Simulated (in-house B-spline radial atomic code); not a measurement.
Radial electron density of Cd3+, [Kr] 4d9. Level of theory: scalar-relativistic (X2C) TPSSh, spin-polarised, spherical fractional occupations, exact exchange averaged over the configuration, Fermi nucleus of rms radius 4.6087 fm; calculated with a radial B-spline atomic code at the basis-set limit.

One-electron X2C: radii and densities carry no picture-change correction, so inner-shell <1/r> comes out high (for 1s by about 2 % at Z = 33, 5 % at 54, 10 % at 75, 30 % at 118) and <r> low.

Columns: r (bohr), 4πr²n(r) (electrons per bohr), bar.

```
0.000913    1.663 #
 0.00111    2.282 #
 0.00135    3.123 ##
 0.00164    4.247 ##
   0.002    5.781 ###
 0.00243    7.772 ####
 0.00296     10.4 ######
  0.0036    13.76 ########
 0.00438    17.99 ##########
 0.00533    23.16 #############
 0.00649    29.31 #################
 0.00789    36.21 #####################
  0.0096    43.58 #########################
  0.0117    50.82 #############################
  0.0142    56.85 ################################
  0.0173    60.92 ###################################
   0.021    62.08 ###################################
  0.0256    60.24 ##################################
  0.0311     56.5 ################################
  0.0379    53.14 ##############################
  0.0461    53.25 ##############################
  0.0561    58.66 #################################
  0.0682    68.01 #######################################
   0.083    76.38 ###########################################
   0.101    77.56 ############################################
   0.123    69.53 #######################################
   0.149    58.24 #################################
   0.182    52.62 ##############################
   0.221    56.93 ################################
   0.269    63.09 ####################################
   0.327       59 #################################
   0.398    42.81 ########################
   0.485    25.48 ##############
    0.59    17.98 ##########
   0.717    19.09 ###########
   0.873    20.29 ############
    1.06    16.91 ##########
    1.29     10.9 ######
    1.57    5.601 ###
    1.91    2.319 #
    2.33   0.7534 
    2.83   0.1927 
    3.44  0.03426 
    4.19 0.003698
```

On this grid the curve has 4 maxima, near 0.021, 0.101, 0.269, 0.873 bohr.

The 4d up radial function P(r) = rR(r), positive near the nucleus:

```
r (bohr)          P
  0.0096  0.0009785
  0.0142    0.00284
   0.021   0.008023
  0.0311     0.0218
  0.0461    0.05564
  0.0682     0.1285
   0.101     0.2586
   0.149     0.4228
   0.221      0.506
   0.327     0.3049
   0.485    -0.2444
   0.717    -0.8247
    1.06    -0.9745
    1.57    -0.6739
    2.33    -0.2768
    3.44   -0.06045
```
